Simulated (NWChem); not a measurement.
All runs are NWChem calculations. System: CClF2, charge 0, spin multiplicity 2, at a geometry optimised with UPBE/def2-SVP. The structure started from a generated list of species. Its SCF solution wasn't tested for a lower state. Level: UHF/def2-TZVP.

Job file:

```
start mol
memory heap 200 mb stack 900 mb global 1100 mb
geometry units angstroms nocenter noautoz
  F      1.065439    -0.079744    -1.092265
  C      0.432488     0.331922     0.000000
  F      1.065439    -0.079744     1.092265
  Cl    -1.280755    -0.032714     0.000000
  symmetry group Cs
end
basis spherical
  * library def2-tzvp
end
scf
  uhf
  nopen 1
  maxiter 100
  thresh 1e-7
  semidirect memsize 60000000 filesize 0
  # guess.movecs holds the orbitals of an unrestricted PBE0 run
  vectors input guess.movecs output mol.movecs
end
task scf energy
```

Part of the output:

```
             Northwest Computational Chemistry Package (NWChem) 7.3.0
             --------------------------------------------------------

                                NWChem Input Module
                                -------------------

 Scaling coordinates for geometry "geometry" by  1.889725989
 (inverse scale =  0.529177249)

 Turning off AUTOSYM since
 SYMMETRY directive was detected!

                             Geometry "geometry" -> ""
                             -------------------------

 Output coordinates in angstroms (scale by  1.889725989 to convert to a.u.)

  No.       Tag          Charge          X              Y              Z
 ---- ---------------- ---------- -------------- -------------- --------------
    1 F                    9.0000     1.06543900    -0.07974400    -1.09226500
    2 C                    6.0000     0.43248800     0.33192200     0.00000000
    3 F                    9.0000     1.06543900    -0.07974400     1.09226500
    4 Cl                  17.0000    -1.28075500    -0.03271400     0.00000000

 Effective nuclear repulsion energy (a.u.)     156.0361496802

            Nuclear Dipole moment (a.u.)
            ----------------------------
        X                 Y               Z
 ---------------- ---------------- ----------------
    -0.0000094486     0.0000037795     0.0000000000

      Symmetry information
      --------------------

 Group name             Cs
 Group number              2
 Group order               2
 No. of unique centers     3

      Symmetry unique atoms

     1    2    4


 Summary of "ao basis" -> "" (spherical)
 ------------------------------------------------------------------------------
       Tag                 Description            Shells   Functions and Types
 ---------------- ------------------------------  ------  ---------------------
 *                         def2-tzvp                  on all atoms

 Summary of "ao basis" -> "ao basis" (spherical)
 ------------------------------------------------------------------------------
       Tag                 Description            Shells   Functions and Types
[...]
    98     -0.770865  4 Cl s                111     -0.486104  4 Cl px
    14     -0.432825  1 F  pz                76      0.432825  3 F  pz
    41     -0.331152  2 C  py                43      0.296544  2 C  px

 center of mass
 --------------
 x =   0.01971890 y =  -0.00424635 z =   0.00000000

 moments of inertia (a.u.)
 ------------------
         167.598964707759           0.137600002620           0.000000000000
           0.137600002620         528.732274152087           0.000000000000
           0.000000000000           0.000000000000         372.565622435192

  Mulliken analysis of the total density
  --------------------------------------

    Atom       Charge   Shell Charges
 -----------   ------   -------------------------------------------------------
    1 F    9     9.21   0.77  1.20  0.60  1.02  0.33  2.23  2.27  0.78  0.00  0.02  0.00
    2 C    6     5.53   0.85  1.12  0.51  0.60  0.04  1.03  0.99  0.08  0.06  0.20  0.03
    3 F    9     9.21   0.77  1.20  0.60  1.02  0.33  2.23  2.27  0.78  0.00  0.02  0.00
    4 Cl  17    17.05   2.01  0.45  1.52  1.10  0.83  4.18  1.69  1.07  2.81  1.34  0.02  0.04  0.01

  Mulliken analysis of the alpha density
  --------------------------------------

    Atom       Charge   Shell Charges
 -----------   ------   -------------------------------------------------------
    1 F    9     4.62   0.39  0.60  0.30  0.51  0.16  1.14  1.14  0.37  0.00  0.01  0.00
    2 C    6     3.21   0.43  0.56  0.30  0.35  0.04  0.68  0.64  0.05  0.03  0.10  0.01
    3 F    9     4.62   0.39  0.60  0.30  0.51  0.16  1.14  1.14  0.37  0.00  0.01  0.00
    4 Cl  17     8.56   1.01  0.22  0.76  0.55  0.41  2.09  0.84  0.54  1.42  0.67  0.01  0.02  0.00

   Mulliken analysis of the beta density
   -------------------------------------

    Atom       Charge   Shell Charges
 -----------   ------   -------------------------------------------------------
    1 F    9     4.59   0.39  0.60  0.30  0.51  0.17  1.10  1.13  0.40  0.00  0.01  0.00
    2 C    6     2.32   0.43  0.57  0.21  0.25 -0.00  0.35  0.35  0.03  0.03  0.10  0.02
    3 F    9     4.59   0.39  0.60  0.30  0.51  0.17  1.10  1.13  0.40  0.00  0.01  0.00
    4 Cl  17     8.49   1.01  0.22  0.76  0.55  0.42  2.09  0.85  0.52  1.38  0.67  0.01  0.02  0.00

   Mulliken analysis of the spin density
   -------------------------------------

    Atom       Charge   Shell Charges
 -----------   ------   -------------------------------------------------------
    1 F    9     0.03   0.00 -0.00  0.00  0.00 -0.01  0.04  0.01 -0.03  0.00  0.00  0.00
    2 C    6     0.89   0.00 -0.01  0.09  0.10  0.05  0.33  0.30  0.03 -0.00  0.00 -0.00
    3 F    9     0.03   0.00 -0.00  0.00  0.00 -0.01  0.04  0.01 -0.03  0.00  0.00  0.00
    4 Cl  17     0.06   0.00  0.00 -0.00  0.00 -0.00  0.00 -0.00  0.02  0.04 -0.01  0.00  0.00  0.00

       Multipole analysis of the density wrt the origin
       ------------------------------------------------

     L   x y z        total         alpha         beta         nuclear
     -   - - -        -----         -----         ----         -------
     0   0 0 0     -0.000000    -21.000000    -20.000000     41.000000

     1   1 0 0     -0.172539     -0.414926      0.242397     -0.000009
     1   0 1 0      0.162871     -0.498460      0.661327      0.000004
     1   0 0 1      0.000000      0.000000      0.000000      0.000000

     2   2 0 0    -20.493848    -99.665147    -97.385074    176.556374
     2   1 1 0      0.492949     -0.458620      0.793487      0.158082
     2   1 0 1     -0.000000     -0.000000     -0.000000      0.000000
     2   0 2 0    -20.230887    -12.916778    -10.148429      2.834320
     2   0 1 1     -0.000000     -0.000000     -0.000000      0.000000
     2   0 0 2    -21.734273    -49.655327    -48.766734     76.687788

 Task  times  cpu:        5.2s     wall:        5.2s

 Total times  cpu:        5.3s     wall:        5.3s
```
